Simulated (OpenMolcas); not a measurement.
## Tb3+: effect of the active space

```
Program             : OpenMolcas 26.06
Method              : CASSCF or its RAS form
Basis               : ANO-RCC-VTZP
Scalar Hamiltonian  : DKH2, point nucleus
Spin-orbit coupling : RASSI with atomic mean-field integrals over the reference wave functions, term energies averaged over their components
```

A. 8 electrons in 7 orbitals (4f); 2S+1 = 7 even, 7 roots; 2S+1 = 5 even, 140 roots (126 in the spin-orbit step); 2S+1 = 3 even, 588 roots (308 in the spin-orbit step); 2S+1 = 1 even, 490 roots (173 in the spin-orbit step); cost roughly 14 core-minutes
B. 8 electrons in 12 orbitals (RAS2 4f; RAS3 5d, at most 1 electron); 2S+1 = 7 even, 7 roots; 2S+1 = 5 even, 140 roots (105 in the spin-orbit step); 2S+1 = 3 even, 127 roots kept (CI in the orbitals of an earlier block); 2S+1 = 1 even, 121 roots kept (CI in the orbitals of an earlier block, 47 in the spin-orbit step); 2S+1 = 9 odd, 5 roots; 2S+1 = 7 odd, 121 roots kept (CI in the orbitals of an earlier block, 5 in the spin-orbit step); 2S+1 = 5 odd, 112 roots kept (CI in the orbitals of an earlier block, 0 in the spin-orbit step); 2S+1 = 3 odd, 37 roots kept (CI in the orbitals of an earlier block, 0 in the spin-orbit step); 2S+1 = 1 odd, 29 roots kept (CI in the orbitals of an earlier block, 0 in the spin-orbit step); cost of the order of 40 core-minutes
C. 8 electrons in 14 orbitals (RAS2 4f; RAS3 5f, at most 2 electrons); 2S+1 = 7 even, 7 roots; 2S+1 = 5 even, 31 roots kept (CI in the orbitals of an earlier block); cost roughly 18 core-minutes

Energies in cm-1 above 4f8 7F6, the measured ground level; measured values from Martin, Zalubas and Hagan, Atomic Energy Levels: The Rare-Earth Elements, NSRDS-NBS 60 (1978).

| Level | A | B | C | Measured |
| --- | --- | --- | --- | --- |
| 4f8 7F6 | 0.0 | 0.0 | 0.0 | 0.0 |
| 4f8 7F5 | 2090 | 2094 | 2167 | 2052 |
| 4f8 7F4 | 3445 | 3450 | 3568 | 3314 |
| 4f8 7F3 | 4480 | 4486 | 4538 | 4292 |
| 4f8 7F2 | 5218 | 5226 | 5195 | 4978 |
| 4f8 7F1 | 5703 | 5707 | 5600 | 5432 |
| 4f8 7F0 | 5943 | 5941 | 5794 | 5654 |

Deviations, from unrounded energies. A percentage is the sum of absolute deviations over the sum of measured energies, with the sign that they share, or ± where signs differ.

```
                  Against measurement  Levels     A     B     C
       mean absolute deviation (cm-1)       6   190   200   190
fine structure of the ground term (%)       6  +4.5  +4.6  +4.4
```

A, B, C lie about equally close to measurement. The largest miss of C in the table is 4f8 7F4, by +250 cm-1. The ranking rests on the paired levels alone, and a cruder setting can come out closer through cancelling errors.

The spin-orbit steps hold different terms of 4f8 (B lacks among others 1D, 1F, 1G, 1H, 1I; C lacks among others 1D, 1F, 1G, 1H, 1I), which shifts levels as well.

Among A to C the level of the table that moves most is 4f8 7F0, by 150 cm-1 (lowest in C, highest in A).

High states are left out of the spin-orbit mixing, which shifts the levels that they would mix with. Without dynamic correlation excited terms often stand tens of per cent too high (terms of higher spin than the ground term too low), and those without a measured partner can miss by more than the paired ones. Active for correlation alone: 5f; no level in the range computed is led by a configuration that fills it, so any true level of that kind is missing (holds for C). Measured partners are found by configuration, term and J. A level has none where our copy of the source lacks it or the pairing is in doubt (some pairs that miss far off the trend of their configuration count as doubtful), and it then counts in no deviation. Levels of configurations outside the active space are missing. Levels that lie high or do not pair safely by name in every column are left out.
